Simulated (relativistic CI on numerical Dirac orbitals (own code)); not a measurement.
# One change at a time: Eu⁺

Base calculation: Dirac-Coulomb-Breit CI, KLI orbitals optimised for each configuration, model QED (radiative potential, 1s self-energy scaled to tabulated hydrogen-like ionisation energies), valence Slater integrals scaled by 0.85, P86 correlation energy added to each configuration.

Configurations in the expansion (outside the closed core [Xe]): 4f⁷6s, 4f⁶6s², 4f⁸, 4f⁷7s, 4f⁶7s². The list is cut by size and lacks configurations that can hold low levels.

Variants: (1) self-excluded LDA correlation estimate; (2) valence Slater integrals scaled by 0.75; (3) configuration mixing switched off; (4) one mean potential for all configurations. Shifts of the energy above 4f⁷6s ⁹S°4, in cm⁻¹, for the lowest level and the first level of each name with at least 55 % of one term (blank where a level changes its place among those of its configuration and J or its character, or is not in the variant):

| Level | Base | Δ(1) | Δ(2) | Δ(3) | Δ(4) | Measured |
| --- | --- | --- | --- | --- | --- | --- |
| 4f⁷6s ⁹S°4 | 0.0 | 0.0 | 0.0 | 0.0 | 0.0 | 0.0 |
| 4f⁷6s ⁷S°3 | 2443.5 | +3.1 | -299.3 | +65.0 | +160.1 |  |
| 4f⁶6s² ⁷F0 | 23966.8 | +553.5 | -2162.8 | +33.0 |  |  |
| 4f⁶6s² ⁷F1 | 24361.3 | +553.5 | -2122.8 | +32.9 |  |  |
| 4f⁶6s² ⁷F2 | 25044.6 | +553.5 | -2082.3 | +32.9 |  |  |
| 4f⁶6s² ⁷F3 | 25914.8 | +553.5 | -2059.7 | +32.9 |  |  |
| 4f⁶6s² ⁷F4 | 26898.7 | +553.5 | -2060.0 | +32.9 |  |  |
| 4f⁶6s² ⁷F5 | 27946.5 | +553.5 | -2083.5 | +32.9 |  |  |
| 4f⁷6s ⁷P°4 | 28138.2 | +0.2 | -3538.5 | +3.4 | -70.4 |  |
| 4f⁷6s ⁷P°3 | 28527.6 | +0.1 | -3496.9 | +2.9 | -65.4 |  |
| 4f⁷6s ⁷P°2 | 28940.4 | +0.1 | -3457.0 | +2.6 | -61.4 |  |
| 4f⁶6s² ⁷F6 | 29021.7 | +553.5 | -2130.8 | +33.0 |  |  |
| 4f⁷6s ⁵P°3 | 29948.8 | +2.4 | -3760.8 | +50.6 | +44.6 |  |
| 4f⁷6s ⁵P°2 | 30393.1 | +2.4 | -3706.8 | +50.0 | +50.8 |  |
| 4f⁷6s ⁷I°3 | 30619.8 | +0.1 | -3727.0 | +2.8 | -64.1 |  |
| 4f⁷6s ⁵P°1 | 30771.4 | +2.3 | -3674.9 | +49.3 | +54.2 |  |
| 4f⁷6s ⁷I°4 | 30811.9 | +0.1 | -3707.3 | +2.8 | -62.2 |  |
| 4f⁷6s ⁷I°9 | 30991.9 | +0.1 | -3702.8 | +2.3 | -64.9 |  |
| 4f⁷6s ⁷I°5 | 31008.3 | +0.1 | -3683.8 | +2.6 | -60.8 |  |
| 4f⁷6s ⁷I°6 | 31168.2 | +0.1 | -3666.6 | +2.3 | -60.1 |  |
| 4f⁷6s ⁷I°8 | 31207.8 | +0.1 | -3672.1 | +2.3 | -61.4 |  |
| 4f⁷6s ⁷I°7 | 31250.3 | +0.1 | -3660.9 | +2.2 | -60.2 |  |

Correlation outside the listed configurations is missing or only estimated: errors of thousands of cm⁻¹ between configurations and terms are usual at this charge. Rates and lifetimes follow the computed energies and can be off by large factors. The fine structure of a lone outer electron comes out too small, for d and f at times inverted, and misplaced configurations move strength between like terms.

Measured levels: NIST Handbook of Basic Atomic Spectroscopic Data (Sansonetti and Martin, J. Phys. Chem. Ref. Data 34, 1559 (2005)).

Ionisation energy from the two ground configurations alone: base 10.83 eV; self-excluded LDA correlation estimate 10.95 eV; valence Slater integrals scaled by 0.75 10.83 eV. The NIST ASD value (semi-empirical) is 11.24 eV. The gap of more than 2 % comes from missing correlation, or from a tabulated value that is itself an estimate.
